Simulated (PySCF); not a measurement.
CH7ClN2Si. Atoms are numbered in the order given.

```xyz
12

N     -2.2124    -1.2264     0.7463
C     -1.5236    -0.3307    -0.1772
Si     0.2215     0.0965     0.3784
N      1.1029    -1.3742     0.5482
Cl     1.0575     1.4364    -0.9982
H     -2.3786    -0.7589     1.6358
H     -1.6167    -2.0253     0.9611
H     -2.1133     0.5904    -0.3174
H     -1.4812    -0.7898    -1.1818
H      0.2543     0.7610     1.7113
H      1.9362    -1.3863     1.1267
H      1.2289    -1.9734    -0.2618
```
Charge 0, spin multiplicity 1.

Geometry optimised at PBE0-D3(BJ)/def2-SVP. The structure was generated by enumeration; whether it is a known compound was not checked. Other conformers were not sampled.

Calculation: PySCF with HF/def2-TZVP.

ESP charges are fitted to the potential on shells at 1.4 to 2.0 van der Waals radii. Atomic charges (e):

| atom | meta-Löwdin | ESP fit | Löwdin | Mulliken |
|---|---|---|---|---|
| N1 | -0.51 | -0.98 | -0.19 | -0.55 |
| C2 | -0.32 | 0.37 | -0.45 | -0.23 |
| Si3 | 1.05 | 0.52 | -0.04 | 0.73 |
| N4 | -0.77 | -1.09 | -0.28 | -0.75 |
| Cl5 | -0.39 | -0.28 | 0.14 | -0.35 |
| H6 | 0.21 | 0.35 | 0.15 | 0.22 |
| H7 | 0.21 | 0.37 | 0.15 | 0.23 |
| H8 | 0.11 | -0.04 | 0.13 | 0.12 |
| H9 | 0.10 | 0.01 | 0.13 | 0.11 |
| H10 | -0.16 | -0.08 | -0.05 | -0.05 |
| H11 | 0.24 | 0.43 | 0.16 | 0.26 |
| H12 | 0.23 | 0.42 | 0.16 | 0.25 |

Computed Mayer and Wiberg (Löwdin basis) orders of the bonds:
| bond | Mayer | Wiberg |
|---|---|---|
| N1–C2 | 0.94 | 1.45 |
| C2–Si3 | 1.03 | 1.12 |
| Si3–N4 | 1.09 | 1.50 |
| Si3–Cl5 | 1.02 | 1.69 |
| N1–H6 | 0.94 | 0.96 |
| N1–H7 | 0.94 | 0.96 |
| C2–H8 | 0.96 | 0.87 |
| C2–H9 | 0.95 | 0.87 |
| Si3–H10 | 0.98 | 0.92 |
| N4–H11 | 0.92 | 0.96 |
| N4–H12 | 0.91 | 0.96 |
